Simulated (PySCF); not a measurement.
Relaxation of singlet SnH₂

Method: PySCF, PBE0, basis Sn def2-TZVP with ECP28, H def2-TZVP (scalar-relativistic core potentials, no spin–orbit coupling, density fitting). A (50,194) grid was used.

A start displaced from a saddle point along its imaginary mode, of C2v symmetry, held to at least that symmetry:

```xyz
3
charge 0 multiplicity 1, angstrom
Sn   -0.0020   -0.0001    0.0000
H     0.1199    0.0042    1.6392
H     0.1199    0.0042   -1.6392
```

(1) What forces act on the atoms at the start (eV/Å)?

(2) What does it relax to?

(3) How much energy is released, and in how many steps?

## Answers

(1) 
```
atom     Fx     Fy     Fz
 Sn1  -2.49  -0.09   0.00
  H2   1.25   0.04   0.22
  H3   1.25   0.04  -0.22
```

(2) It ends at C2v with Sn–H 1.773 Å (×2); H–Sn–H 90.5°. No frequency check is given, so it may be a saddle point.

(3) 285.7 kJ/mol in 7 steps.

The relaxation took roughly 15 core-seconds on a shared host.
